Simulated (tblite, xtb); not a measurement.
CHOS, charge +1, singlet, at a GFN2-xTB geometry. Base run: GFN1-xTB (xtb 6.7.1).

Geometry (Å):
```xyz
4

O     -0.3418     0.1010    -1.6870
C     -0.1312     0.0410    -0.5833
S      0.2759    -0.0947     0.9747
H     -0.8919     0.4618     1.4006
```
Charge +1, spin multiplicity 1.
All else is at xtb's defaults.
Base energy -10.47808 Eh.

Programs used: tblite, xtb; a row that names a program was run with it.

Variants of this job, named by their change:

| change | ΔE vs base (kcal/mol) | HOMO-LUMO gap (eV) | G_solv (kcal/mol) | SCF cycles |
|---|---|---|---|---|
| base | 0.000 | 4.46 | - | 10 |
| program = tblite; method = gfn1; option = (--guess, eeq) | 0.000 | - | - | - |
| etemp = 1000 | 0.000 | 4.46 | - | 10 |
| gbsa = methanol | -66.9 | 4.48 | -67.99 | 11 |
| program = tblite; method = gfn1; option = (--alpb, water) | [?] | - | - | - |
| acc = 1000 | 0.000 | 4.46 | - | 8 |
| program = tblite; method = gfn1; option = --spin-polarized | 0.000 | - | - | - |
| alpb = hexane | [?] | 4.46 | [?] | 11 |
| program = tblite; method = gfn1; option = --grad | 0.000 | - | - | - |
| etemp = 10000 | [?] | [?] | - | 10 |

Task: Fill in the missing entries.

Result: 
- program = tblite; method = gfn1; option = (--alpb, water), ΔE vs base (kcal/mol): -60.82
- alpb = hexane, ΔE vs base (kcal/mol): -35.35
- alpb = hexane, G_solv (kcal/mol): -35.47
- etemp = 10000, ΔE vs base (kcal/mol): -7.22
- etemp = 10000, HOMO-LUMO gap (eV): 4.67

ALPB and GBSA are two models with their own fitted parameters for each solvent, which aren't always the measured dielectric constant.
